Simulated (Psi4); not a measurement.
CaCl, doublet, at a GFN2-xTB geometry (such geometries of metal compounds can be far from the true shape) (the spin is typed, not shown lowest); Psi4 with CAM-B3LYP/6-311G**.

Input for Psi4:
```
memory 2 GB

molecule {
0 2
Ca   -0.00000000   -0.00000000   -1.08674836
Cl    0.00000000    0.00000000    1.27852748
}

set {
  basis 6-311g**
  reference uks
  scf_type dfdirj+link
}

energy('cam-b3lyp')
print_variables()
```

**Question.** Predict the main parts of the log of this Psi4 run.

**Answer.** 
```
   => Loading Basis Set <=

    Name: 6-311G**
    Role: ORBITAL
    Keyword: BASIS

Traceback (most recent call last):
  File "psi4", line 375, in <module>
  File "<string>", line 24, in <module>
  File "site-packages/psi4/driver/driver.py", line 533, in energy
  File "site-packages/psi4/driver/procrouting/proc.py", line 2760, in run_scf
  File "site-packages/psi4/driver/procrouting/proc.py", line 1939, in scf_helper
  File "site-packages/psi4/driver/procrouting/proc.py", line 1433, in scf_wavefunction_factory
  File "site-packages/psi4/driver/procrouting/proc.py", line 1397, in build_functional_and_disp
  File "site-packages/psi4/driver/procrouting/dft/superfunctionals.py", line 135, in build_superfunctional

psi4.driver.p4util.exceptions.ValidationError: SCF: SCF_TYPE (DFDIRJ+LINK) not supported for range-separated functionals, plese use SCF_TYPE = 'DF' to automatically select the correct JK build.

Printing out the relevant lines from the Psithon --> Python processed input file:
    """)
    core.IO.set_default_namespace("")
    core.set_global_option("BASIS", "6-311g**")
    core.set_global_option("REFERENCE", "uks")
    core.set_global_option("SCF_TYPE", "dfdirj+link")
--> energy('cam-b3lyp')
    print_variables()

!----------------------------------------------------------------------------------!
!                                                                                  !
!  SCF: SCF_TYPE (DFDIRJ+LINK) not supported for range-separated functionals,      !
!     plese use SCF_TYPE = 'DF' to automatically select the correct JK build.      !
!                                                                                  !
!----------------------------------------------------------------------------------!
```

The input was rejected before any calculation.
